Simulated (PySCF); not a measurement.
Job for PySCF: R-MP2/6-31G* on AsH3 (SMILES [AsH3]) with ghost functions, monomers drawn apart or pushed together.

```python
from pyscf import gto, scf, dft, mp
from pyscf.data.elements import chemcore

mol = gto.M(
    atom='''
    As    0.42838473   -1.08782223    4.93155475
    H    -0.00134446   -0.39793025    6.21762144
    H     1.84267002   -1.33129128    5.43488071
    H    -0.06199677   -2.44968313    5.40106160
    ghost-O   -0.04880423    0.63243907   -0.59994090
    ghost-H   -0.91007277    0.30571641   -0.87872982
    ghost-H   -0.00101452    0.43945104    0.34582986
    ''',
    basis='6-31g*',
    cart=True,
    charge=0, spin=0, verbose=3, max_memory=1800)
mf = scf.RHF(mol)
mf.conv_tol = 1e-8
mf.max_cycle = 100
mf.kernel()
if not mf.converged:
    mf = mf.newton().run(mf.mo_coeff, mf.mo_occ)
pt = mp.MP2(mf, frozen=chemcore(mol)).run()
```

Program output:

```
converged SCF energy = -2235.62999209938
E(RMP2) = -2235.89346714895  E_corr = -0.263475049570499
E(SCS-RMP2) = -2235.87888192236  E_corr = -0.248889822986629
```

Self-consistency was reached.

Cost: roughly 0.7 core-seconds.
